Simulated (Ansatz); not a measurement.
Geometry optimisation, RKS PBE0-D4/def2-SVP in Ansatz.

Input:

```yaml
crystal:
  periodic: [false, false, false]
  atoms:
    - { symbol: Hf, position_ang: [0.0, 0.0, 0.0] }
    - { symbol: O, position_ang: [0.0, 0.0, 2.42] }
    - { symbol: H, position_ang: [-0.9095, -0.2814, 2.7571] }
    - { symbol: O, position_ang: [1.952, 0.0, -0.6893] }
    - { symbol: H, position_ang: [2.2684, -0.9521, -0.806] }
    - { symbol: O, position_ang: [-0.975, 1.6891, -0.6893] }
    - { symbol: H, position_ang: [-1.9328, 1.4584, -0.9117] }
    - { symbol: O, position_ang: [-0.975, -1.6891, -0.6893] }
    - { symbol: H, position_ang: [-1.4296, -2.1548, 0.0831] }
    - { symbol: Cl, position_ang: [1.4789, 2.2303, 0.8892] }
    - { symbol: H, position_ang: [0.7619, 1.149, 2.1491] }
basis:
  gaussian: { orbitals: def2-SVP }
hamiltonian:
  xc: pbe0
  dispersion: d4
relax:
  f_tol: 0.15
  max_steps: 25
  restrain:
    - { distance: [0, 9], at: 3.72, k: 30.0 }
    - { distance: [10, 1], at: 2.21, k: 30.0 }
    - { distance: [0, 1], at: 2.07, k: 30.0 }
    - { distance: [10, 9], at: 1.37, k: 30.0 }
```

Run as:

```bash
$ ansatz run input.yaml --threads 4 --pin off --max-ram 5120MiB --backend cpu --events-out ev --progress --plain --runs-dir out
```

Task: Where does it end, and by what steps?

Result: The run converged. The restraints hold the end off the free minimum; the threshold counts their pulls, which the force column leaves out. Restrained pairs: Hf1–Cl10 (2.82 → 3.72 Å), O2–H11 (1.41 → 2.20 Å), Hf1–O2 (2.42 → 2.04 Å), Cl10–H11 (1.81 → 1.34 Å). After 12 steps the energy has fallen by 2.993 eV (the restraints' own energy left out); H9 moved furthest, 0.82 Å.

```csv
step,energy less start (eV),largest force component (eV/Å),accepted
0,0.0000,3.119,yes
1,-0.3955,4.252,yes
2,-1.0212,5.458,yes
3,-1.9087,4.144,yes
4,-2.4432,1.312,yes
5,-2.6327,1.043,yes
6,-2.6632,1.398,yes
7,-2.8515,1.096,yes
8,-2.9111,1.055,yes
9,-2.9590,1.112,yes
10,-2.9896,1.025,yes
11,-2.8701,1.412,no
12,-2.9928,1.013,yes
```

```xyz
11
Properties=species:S:1:pos:R:3
Hf -0.198 -0.292 0.115
O -0.092 -0.059 2.135
H -0.735 -0.196 2.835
O 1.568 -0.497 -0.620
H 2.450 -0.475 -0.983
O -1.173 1.162 -0.686
H -1.540 1.949 -1.081
O -1.216 -1.894 -0.195
H -1.633 -2.695 -0.503
Cl 1.671 2.682 1.342
H 1.136 1.764 2.152
```

Time of the run: 58 s on 4 threads of Intel(R) Xeon(R) Platinum 8175M CPU @ 2.50GHz (Skylake/Cascade Lake), with other jobs on the host, peak memory 0.38 GiB.
